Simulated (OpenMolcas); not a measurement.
# Sc: thermal populations, worked from levels

| Quantity | Value |
| --- | --- |
| Program | OpenMolcas |
| Basis | ANO-R1 [5s4p2d1f] |
| Scalar Hamiltonian | X2C, finite nucleus |
| Active space | 3 electrons in 6 orbitals (3d 4s) |
| State averaging | 2S+1 = 2 even, 30 roots (29 in the spin-orbit step); 2S+1 = 4 even, 10 roots kept (CI in the orbitals of an earlier block) |
| Spin-orbit coupling | RASSI with atomic mean-field integrals over the reference wave functions, term energies averaged over their components |

Methods: CASSCF; MS-CASPT2, IPEA 0.25 Eh, imaginary shift 0.1 Eh (closed shells correlated: 3s 3p). Measured levels: NIST Handbook of Basic Atomic Spectroscopic Data.

**Thermal populations.** Z = Σ (2J + 1) exp(-E/kT) with k = 0.695035 cm-1/K, over the levels below. No other level of either list lies under 15600 cm-1, which is above 7 kT at each temperature.

```json
{"Level": "3d 4s² ²D_3/2", "2J + 1": "4", "MS-CASPT2": "0.0", "measured": "0.0"}
{"Level": "3d 4s² ²D_5/2", "2J + 1": "6", "MS-CASPT2": "140", "measured": "168"}
{"Level": "3d² 4s ⁴F_3/2", "2J + 1": "4", "MS-CASPT2": "10500", "measured": "11520"}
{"Level": "3d² 4s ⁴F_5/2", "2J + 1": "6", "MS-CASPT2": "10550", "measured": "11558"}
{"Level": "3d² 4s ⁴F_7/2", "2J + 1": "8", "MS-CASPT2": "10610", "measured": "11610"}
{"Level": "3d² 4s ⁴F_9/2", "2J + 1": "10", "MS-CASPT2": "10700", "measured": "11677"}
{"Level": "3d² 4s ²F_5/2", "2J + 1": "6", "MS-CASPT2": "15010", "measured": "14926"}
{"Level": "3d² 4s ²F_7/2", "2J + 1": "8", "MS-CASPT2": "15150", "measured": "15042"}
```

```csv
T (K),"Z, MS-CASPT2","Z, measured levels","Ground level (%), MS-CASPT2","Ground level (%), measured levels"
1000,8.905,8.712,44.9,45.9
2000,9.439,9.324,42.4,42.9
3000,9.793,9.653,40.8,41.4
```

At 3000 K, kT = 2085 cm-1, and the computed levels give Z = 4.000 + 5.610 + 0.026 + 0.038 + 0.049 + 0.059 + 0.004 + 0.006 = 9.793.

CASPT2 does not keep the components of a term degenerate, so their means are used; among the terms shown or strongly mixed into the levels shown the widest spread is 1300 cm-1 (3d² 4s ²F, MS-CASPT2). Some high roots are left out of the spin-orbit mixing, which shifts the levels that they would mix with. Terms from blocks run as CI alone lack orbitals of their own. A single d shell beside an s shell can misplace configurations of different d count against each other. Without dynamic correlation excited terms often stand tens of per cent too high (terms of higher spin than the ground term too low), and those without a measured partner can miss by more than the paired ones (holds for CASSCF). Measured partners are found by configuration, term and J. A level has none where our copy of the source lacks it or the pairing is in doubt (some pairs that miss far off the trend of their configuration count as doubtful), and it then counts in no deviation. Levels of configurations outside the active space are missing.
